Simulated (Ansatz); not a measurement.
Species: C₃H₅O (charge -1, singlet). It need not be the lowest isomer of its formula. Whether it binds its extra electron was not tested at this geometry. 
Coordinates optimised at B3LYP-D3(BJ)/def2-TZVP (Ansatz, a first-principles code):
```
C
C 1 1.3497
H 1 1.1071 2 125.90
H 2 1.1133 1 109.30 3 -0.41
C 1 1.5018 3 112.99 2 174.29
H 5 1.0969 1 108.95 3 154.99
H 5 1.0975 6 109.26 1 124.07
O 5 1.4595 6 108.70 7 113.92
H 8 0.9675 5 101.77 6 84.16
```
Charge -1, spin multiplicity 1.

Basis-set convergence of Hartree-Fock and CCSD correlation energies (hartree) with Ansatz. Correlated levels leave the core frozen unless marked. No spin-orbit coupling. Non-relativistic.

| basis | functions | E(HF) | E(corr, CCSD) |
|---|---|---|---|
| aug-cc-pVDZ | 137 | -191.29679 | -0.67863 |
| aug-cc-pVTZ | 299 | … | … |

### Question
Some entries are withheld; supply them.

### Answer

- aug-cc-pVTZ, E(HF): -191.34069
- aug-cc-pVTZ, E(corr, CCSD): -0.79471
